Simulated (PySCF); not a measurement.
C₂H₆OTe, SMILES CC[Te]O.

The structure is a stationary point at r2SCAN-D4/def2-SVP. The def2 effective core potentials stand for the cores of Te; spin–orbit coupling is left out. The values are those of a single conformer.

Calculation: r2SCAN-D4/def2-SVP (PySCF).

Frequencies are harmonic and unscaled.

```tsv
mode	ν (cm⁻¹)	IR (km/mol)	Raman (Å⁴/amu)	depolarisation	moving atoms (share of kinetic energy)
1	65	0.4	0.3	0.66	H 40 %, C 33 %, O 24 %
2	167	3.1	2.7	0.74	O 54 %, C 20 %, H 20 %
3	259	4.7	0.8	0.38	H 80 %, C 17 %
4	278	0.1	2.5	0.41	C 48 %, H 35 %, Te 14 %
5	373	88.6	2.7	0.75	H 93 %
6	492	6.5	27.8	0.28	C 70 %, H 23 %
7	582	36.7	13.8	0.25	O 87 %, Te 11 %
8	715	8.6	0.6	0.59	H 84 %, C 15 %
9	945	10.7	4.8	0.74	H 84 %, C 16 %
10	977	2.7	5.3	0.69	H 82 %, C 18 %
11	1013	43.9	1.5	0.75	H 94 %
12	1060	1.6	5.8	0.72	C 71 %, H 29 %
13	1202	38.4	13.2	0.35	H 72 %, C 28 %
14	1243	5.9	3.5	0.71	H 77 %, C 23 %
15	1374	4.7	6.6	0.63	H 80 %, C 20 %
16	1434	2.2	12.4	0.74	H 89 %, C 11 %
17	1458	9.9	14.9	0.75	H 97 %
18	1480	3.7	14.5	0.71	H 96 %
19	3025	31.4	207.0	0.09	H 97 %
20	3058	10.9	129.2	0.12	H 95 %
21	3116	10.1	142.2	0.65	H 91 %, C 9 %
22	3127	1.3	113.1	0.69	H 90 %, C 10 %
23	3145	12.5	17.8	0.63	H 90 %, C 10 %
24	3806	79.7	62.5	0.24	H 94 %
```
